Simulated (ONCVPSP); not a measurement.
# How hard is this tungsten ONCV potential?

```json
{
  "Element": "W (Z = 74)",
  "Generator": "ONCVPSP 4.0.1",
  "Type": "optimised norm-conserving Vanderbilt (ONCV)",
  "Functional": "PBE",
  "Relativity": "scalar-relativistic",
  "Frozen core": "[Xe] 4f14",
  "Valence charge": "6",
  "Reference configuration": "5d4 6s2",
  "Partial waves": "6s: rc 2.80 bohr, ncon 4, nbas 8, qcut 2.6 1/bohr, 2 projectors, debl 3.7 Ha; p scattering state at 0.42 Ha: rc 2.55 bohr, ncon 4, nbas 8, qcut 3.9 1/bohr, 2 projectors, debl 1.1 Ha; 5d: rc 2.60 bohr, ncon 4, nbas 9, qcut 4.8 1/bohr, 2 projectors, debl 3.9 Ha",
  "Local potential": "polynomial inside 2.25 bohr (lpopt 3, dvloc0 3 Ha)",
  "Core correction": "Teter function, fcfact 6, rcfact 1.45"
}
```

In the p channel the program set the typed energies aside and used 0.050, 1.150 Ha.

Problem. For each optimised wave give the share of its norm inside rc, the residual kinetic energy above qcut (Ha) and the cutoffs (Ha) for errors of 10, 1, 0.1 and 0.01 mHa per electron.

Solution.

```csv
wave,norm inside rc,residual KE,10 mHa,1 mHa,0.1 mHa,0.01 mHa
6s,0.421,5.5e-04,2.0,3.1,10.9,21.1
s projector 2,0.184,4.0e-01,24.3,29.6,35.9,50.1
p projector 1,0.196,3.6e-04,1.2,6.3,24.5,33.1
p projector 2,0.276,2.4e-03,5.5,10.0,38.5,45.0
5d,0.766,1.0e-04,7.9,9.8,12.1,41.4
d projector 2,0.198,5.9e-03,10.9,27.7,56.2,67.2
```

The occupied waves need 9.8 Ha and 12 Ha for 1 and 0.1 mHa. The cutoffs count occupied waves only; projector 2 of the s channel, the hardest unoccupied one, needs 30 Ha at the loose tolerance. Note: ghosts flagged at negative energy: p at -30.3 eV; GHOST(+) flagged for s at 118.6 eV. A true bound ghost makes a file unfit for plane-wave use. Its largest configuration-test error is -514 meV.
